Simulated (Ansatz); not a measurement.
# A ladder of methods for GeH2 (SMILES [H][Ge][H])

GeH2 has 3 atoms, charge 0, and is taken as a singlet. As SMILES, `[H][Ge][H]`. Geometry: a GFN2-xTB relaxation, a rough one for these elements and not checked as a minimum.

```xyz
3

Ge    0.0046   -0.0091   -0.7810
H     1.0988   -0.0178    0.3984
H    -1.1034    0.0269    0.3826
```

Quantity: the electronic atomisation energy, in eV. The values are calculated. Electronic energies at fixed atoms, without zero-point motion or spin-orbit coupling.

```csv
level,kind,program,value (eV),less FCI/STO-3G,CPU time (all runs)
HF/STO-3G,Hartree–Fock,Ansatz,6.76,-1.11,0.18 s
PBE/STO-3G,GGA,Ansatz,9.12,+1.25,7.2 s
r2SCAN/STO-3G,meta-GGA,Ansatz,9.08,+1.21,23 s
PBE0/STO-3G,global hybrid,Ansatz,8.99,+1.12,4.1 s
wB97X/STO-3G,range-separated hybrid,Ansatz,8.96,+1.09,16 s
B2PLYP/STO-3G,double hybrid,Ansatz,8.80,+0.93,2.3 s
MP2/STO-3G,perturbation theory,Ansatz,7.48,-0.39,0.21 s
CCSD(T)/STO-3G,coupled cluster or CI,Ansatz,7.86,-0.01,0.34 s
FCI/STO-3G,exact in the basis,Ansatz,7.87,0.00,0.48 s
```

FCI/STO-3G is exact within its basis and frozen core, so for wave-function methods in that basis the difference is their error; functionals converge differently with the basis, so for them it is only a difference. All-electron rows without a relativistic Hamiltonian named are non-relativistic. The values span 6.76 to 9.12 eV. Spin contamination of the reference (⟨S²⟩ at least 0.1 too high) touches PBE/STO-3G, r2SCAN/STO-3G, PBE0/STO-3G, wB97X/STO-3G. All rows use very small basis sets, so even the best lies far from the true value. In the correlated wave-function rows the outer d shell of Ge is correlated, in sets not made for it. CPU times are rough (shared hosts, several kinds of processor): they show what a rung costs within a factor of a few.
